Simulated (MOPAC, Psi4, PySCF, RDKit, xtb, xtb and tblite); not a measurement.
Two geometries of SMILES C(=O)[SiH2]S (CH₄OSSi), relaxed at GFN2-xTB with one dihedral held; other torsions can differ between them too.

Structure A

```
8

O      2.2460     0.6238     0.0667
C      1.0475     0.7047     0.0129
Si    -0.0913    -0.8148    -0.2602
S     -1.9191    -0.3387     0.7670
H      0.5599     1.6983     0.1143
H     -0.4120    -0.9038    -1.6793
H      0.5040    -2.0255     0.2810
H     -2.7460    -0.8348    -0.1382
```

Structure B

```
8

O     -0.5984     1.7817     0.2639
C     -1.0031     0.6728     0.0259
Si     0.1525    -0.8612    -0.0571
S      2.0697    -0.0340     0.3481
H     -2.0840     0.5130    -0.1548
H      0.0818    -1.4218    -1.3993
H     -0.2550    -1.8036     0.9756
H      1.6013     1.2036     0.4809
```

Problem. Which is lower in energy at the level DF-MP2 (frozen core)/cc-pVTZ // GFN2-xTB in Psi4, and by how much?

Solution. B is lower, by 8.06 kJ/mol (dihedral C2–Si3–S4–H8: 140° in A, 0° in B).

E(B) − E(A) in kJ/mol at the other levels, on the same two geometries: GFN2-xTB (xtb and tblite) -5.94; MMFF94 // GFN2-xTB (RDKit) 1.68; B3LYP/def2-TZVP // GFN2-xTB (Psi4) -4.97; B3LYP-D3(BJ)/def2-TZVP // GFN2-xTB (Psi4) -6.65; PBE/def2-TZVP // GFN2-xTB (Psi4) -7.83; PBE-D3(BJ)/def2-TZVP // GFN2-xTB (Psi4) -8.73; r2SCAN/def2-TZVP // GFN2-xTB (Psi4) -8.62; HF/cc-pVTZ // GFN2-xTB (Psi4) -0.53; UFF // GFN2-xTB (RDKit) 11.84; PM3, restricted, heats of formation // GFN2-xTB (MOPAC) 14.21; PM6, restricted, heats of formation // GFN2-xTB (MOPAC) -6.30; GFN1-xTB // GFN2-xTB (xtb) -13.13; restricted B3LYP/6-31G*, spherical d // GFN2-xTB (PySCF) -6.93; restricted B3LYP/6-311+G**, spherical d, density fitting // GFN2-xTB (PySCF) -4.61; restricted M06-2X/6-31G*, spherical d // GFN2-xTB (PySCF) -8.92; restricted Hartree-Fock/3-21G // GFN2-xTB (PySCF) -2.24.
